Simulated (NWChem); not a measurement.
C₂H₆AlF; SMILES [CH3][Al]([CH3])[F]

```xyz
10

Al    -0.0424    -0.0036     0.0901
C      0.8014     1.7641     0.0310
H      1.8844     1.7121    -0.1299
H      0.6285     2.3132     0.9660
H      0.3731     2.3770    -0.7729
C      0.8247    -1.7507    -0.0995
H      0.4052    -2.3071    -0.9479
H      0.6581    -2.3704     0.7914
H      1.9071    -1.6726    -0.2540
F     -1.6952    -0.0235     0.3304
```
Atoms are numbered in this order, from 1.

Computed with NWChem. Pople sets run with spherical d functions. The geometry was optimised at B3LYP/6-31G* (spherical d). GIAO values for the isolated, static molecule; σ is the absolute isotropic shielding.

Q: Order these by “σ Al1 (ppm)”, lowest first: PBE0/def2-TZVP; PBE0/6-31G*; PBE0/def2-SVP.

A: PBE0/def2-TZVP (349.3), PBE0/def2-SVP (396.3), PBE0/6-31G* (407.7)
